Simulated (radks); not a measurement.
Problem. All-electron calculation, non-relativistic Kohn-Sham, LDA (Slater exchange, Perdew-Wang correlation), spin-polarised, spherical densities, point nucleus. Program: a radial shooting solver on a logarithmic mesh with Libxc functionals. Response by self-consistent Sternheimer equations with the Hartree and adiabatic LDA kernel. Rank N3+, Ne6+, F5+, B+, Be, C2+, Mg8+, O4+ (NIST ground configurations) by static dipole polarisability, largest first.

Solution. Be 43.80, B+ 10.78, C2+ 4.257, N3+ 2.108, O4+ 1.196, F5+ 0.7435, Ne6+ 0.4934, Mg8+ 0.2495 bohr^3.
